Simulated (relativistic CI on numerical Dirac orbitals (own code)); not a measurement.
**Tc3+: L2,3 absorption edge**

Computed with this model: Dirac-Coulomb-Breit CI, orbitals from a KLI potential per configuration, a model potential for QED, valence Slater integrals scaled by 0.8, multiplet model of core-to-valence dipole absorption; configurations [Kr] 4d4 → [He] 2s2 2p5 3s2 3p6 3d10 4s2 4p6 4d5; 80 K; Lorentzian 1.6 eV and Gaussian 0.5 eV FWHM. Energies are those of the free ion, without screening or charge transfer. The branching ratio is the share of the lower-energy edge in the whole absorption, uncertain by about 0.02 where the edges overlap. S is read from ⟨S²⟩ = S(S + 1).

Field parameters in Wybourne normalisation: D4h B²₀ = −7Ds, B⁴₀ = 21(Dq − Dt), B⁴₄ = 21√(5/14) Dq; Td as Oh with Dq negative (B⁴₀ = 21Dq, B⁴₄ = √(5/14) B⁴₀). The field is a parameter set, without covalency.

Case Td, 10Dq = -10250 cm⁻¹, the dichroism is that of the ground state at zero temperature, magnetised by exchange field 10 meV on Sz. The dichroism I(Δm = −1) − I(Δm = +1), over the sum of the three polarisations, integrates to 0.0196 on the lower edge and 0.0138 on the upper edge. The branching ratio is 0.800.

(1) Use the orbital sum rule with 6 holes to get ⟨Lz⟩.

Results:

(1) For a p → d edge ⟨Lz⟩ = 2 × n_h × (sum of both integrals) in this sign convention = 0.40; the ground state itself has ⟨Lz⟩ = 0.41 and ⟨Sz⟩ = -0.78. The rule assumes one radial integral for both edges, which relativistic orbitals only approach.
